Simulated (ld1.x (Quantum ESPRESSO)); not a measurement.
## What one change does to a pseudopotential (oxygen, TM)

- Element: oxygen (O)
- Generator: ld1.x (Quantum ESPRESSO) 7.5
- Type: norm-conserving Troullier–Martins (Kleinman–Bylander form)
- Functional: revPBE
- Relativity: non-relativistic
- Frozen core: [He]
- Valence charge: 6
- Reference configuration: 2s2 2p4
- Partial waves: 2s (bound): rc 0.65 bohr; 2p (bound): rc 1.75 bohr
- Local potential: all-electron potential smoothed inside 1.00 bohr (lloc = -2)
- Core correction: Bessel-smoothed model core inside 0.50 bohr

All-electron outer shells of the reference configuration (revPBE, non-relativistic, ld1.x):

```tsv
shell	level (eV)	outermost node (bohr)	outermost maximum (bohr)
2s	-23.95	0.28	0.87
2p	-8.98	–	0.83
```

Change: type ultrasoft; waves now 2s (bound): rcut 0.55, rcutus 0.65 bohr; 2s channel at -1.25 Ry: rcut 0.55, rcutus 0.65 bohr; 2p (bound): rcut 1.50, rcutus 1.75 bohr; 2p channel at 0.05 Ry: rcut 1.50, rcutus 1.75 bohr; local potential all-electron potential smoothed inside 0.85 bohr (lloc = -1); augmentation PSQ, radius 0.45 bohr.

Cutoffs: the cutoffs (Ry, on a coarse ladder) from which the occupation-weighted sum of valence levels, in a spherical-Bessel basis at the reference potential, stays within 10 and 1 mRy of its value at 400 Ry; they do not see the model core or the augmentation charge, which bear on the density cutoff. Errors are all-electron minus pseudo energies relative to the spin-unpolarised reference configuration.

**Question.** How do hardness, ghosts and transferability respond?

**Answer.** The potential gets softer (140 Ry and 300 Ry → 80 Ry and 110 Ry); of the 7 tests that both files solve, the error grows in 0 and shrinks in 6 by more than 15 % and 0.3 meV (median size 89.8 → 4.6 meV); the range in which the s phases agree narrows (upper end at the end of the scan → 2.4); the range in which the p phases agree widens (upper end 2.3 → at the end of the scan); neither file shows a bound ghost. Several settings change at once here, so the effects cannot be laid on one of them.

| quantity | base | changed |
| --- | --- | --- |
| cutoff, loose | 140 Ry | 80 Ry |
| cutoff, tight | 300 Ry | 110 Ry |
| loose cutoff by channel (10 mRy a level) | s 70 Ry, p 40 Ry | s 70 Ry, p 18 Ry |
| bound ghosts | none | none |
| error for 2s2 2p3, meV [ΔE 16.38 eV] | +34 | -0.8 |
| error for 2s2 2p2, meV [ΔE 49.91 eV] | +325 | -6.0 |
| error for 2s2 2p1, meV [ΔE 103.70 eV] | +1372 | +4.6 |
| error for 2s2 2p3.5, meV [ΔE 6.26 eV] | +4.5 | -0.1 |
| error for 2s2 2p0, meV [ΔE 180.47 eV] | +3973 | +159 |
| error for 2s1 2p4, meV [ΔE 31.65 eV] | -90 | +23 |
| error for 2s2 2p4.3, meV [ΔE -2.11 eV] | +0.3 | 0.0 |
| s: phases at 1.90 bohr within 0.05 rad from the reference energy up to (Ry; the scan ends near 5) | to the end of the scan | 2.4 |
| p: phases at 1.90 bohr within 0.05 rad from the reference energy up to (Ry; the scan ends near 5) | 2.3 | to the end of the scan |
